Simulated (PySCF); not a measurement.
# Electric field gradients and quadrupole coupling constants

Species: C₃H₁₁OPSi.
Cartesian coordinates in Å at the GFN2-xTB level; atoms count from 1:
```
atom  x, y, z in Å
C1    -2.254   -0.187    0.874
C2    -1.742    0.643   -0.290
P3    -0.080    0.169   -0.905
O4     0.332    0.937   -2.082
C5     1.097    0.209    0.473
Si6    2.750   -0.493   -0.159
H7    -3.293    0.056    1.085
H8    -1.673    0.001    1.774
H9    -2.191   -1.248    0.638
H10   -2.404    0.553   -1.158
H11   -1.691    1.707   -0.038
H12   -0.235   -1.200   -1.154
H13    1.207    1.254    0.771
H14    0.707   -0.356    1.316
H15    3.647   -0.541    1.000
H16    3.303    0.360   -1.203
H17    2.512   -1.853   -0.653
```

Field gradients from the PBE0/pcSseg-1 density (PySCF, non-relativistic), principal values in atomic units, ordered |Vxx| ≤ |Vyy| ≤ |Vzz|:

```json
{"atom": "O4", "Vxx": "-0.3912", "Vyy": "-0.4443", "Vzz": "0.8356"}
```

Problem. Find the asymmetry η = (Vxx − Vyy)/Vzz and the couplings χ = eQV/h (234.96 MHz × Q in barn × V in au), with Q(17O) = −0.0256 b.

Solution. 
```
atom        environment  nucleus     η  χzz (MHz)  χxx (MHz)  χyy (MHz)
  O4  phosphoryl oxygen      17O  0.06      -5.03       2.35       2.67
```

Problem. What is Vzz at O4 in SI units (1 au = 9.71736 × 10²¹ V/m²)?

Solution. 0.8356 au = 8.119 × 10²¹ V/m².

Were the hydrogens deuterons (Q(2H) = 0.00286 b), χzz would run from 107 kHz (H17 and H15) to 216 kHz (H14).

One conformer (not necessarily the lowest) at the GFN2-xTB geometry, without solvent, vibrations or thermal averaging. GFN2-xTB bond lengths can be off by several hundredths of an ångström, more for odd bonds, and the gradients follow them. With so small a basis the couplings can be 20 % off.
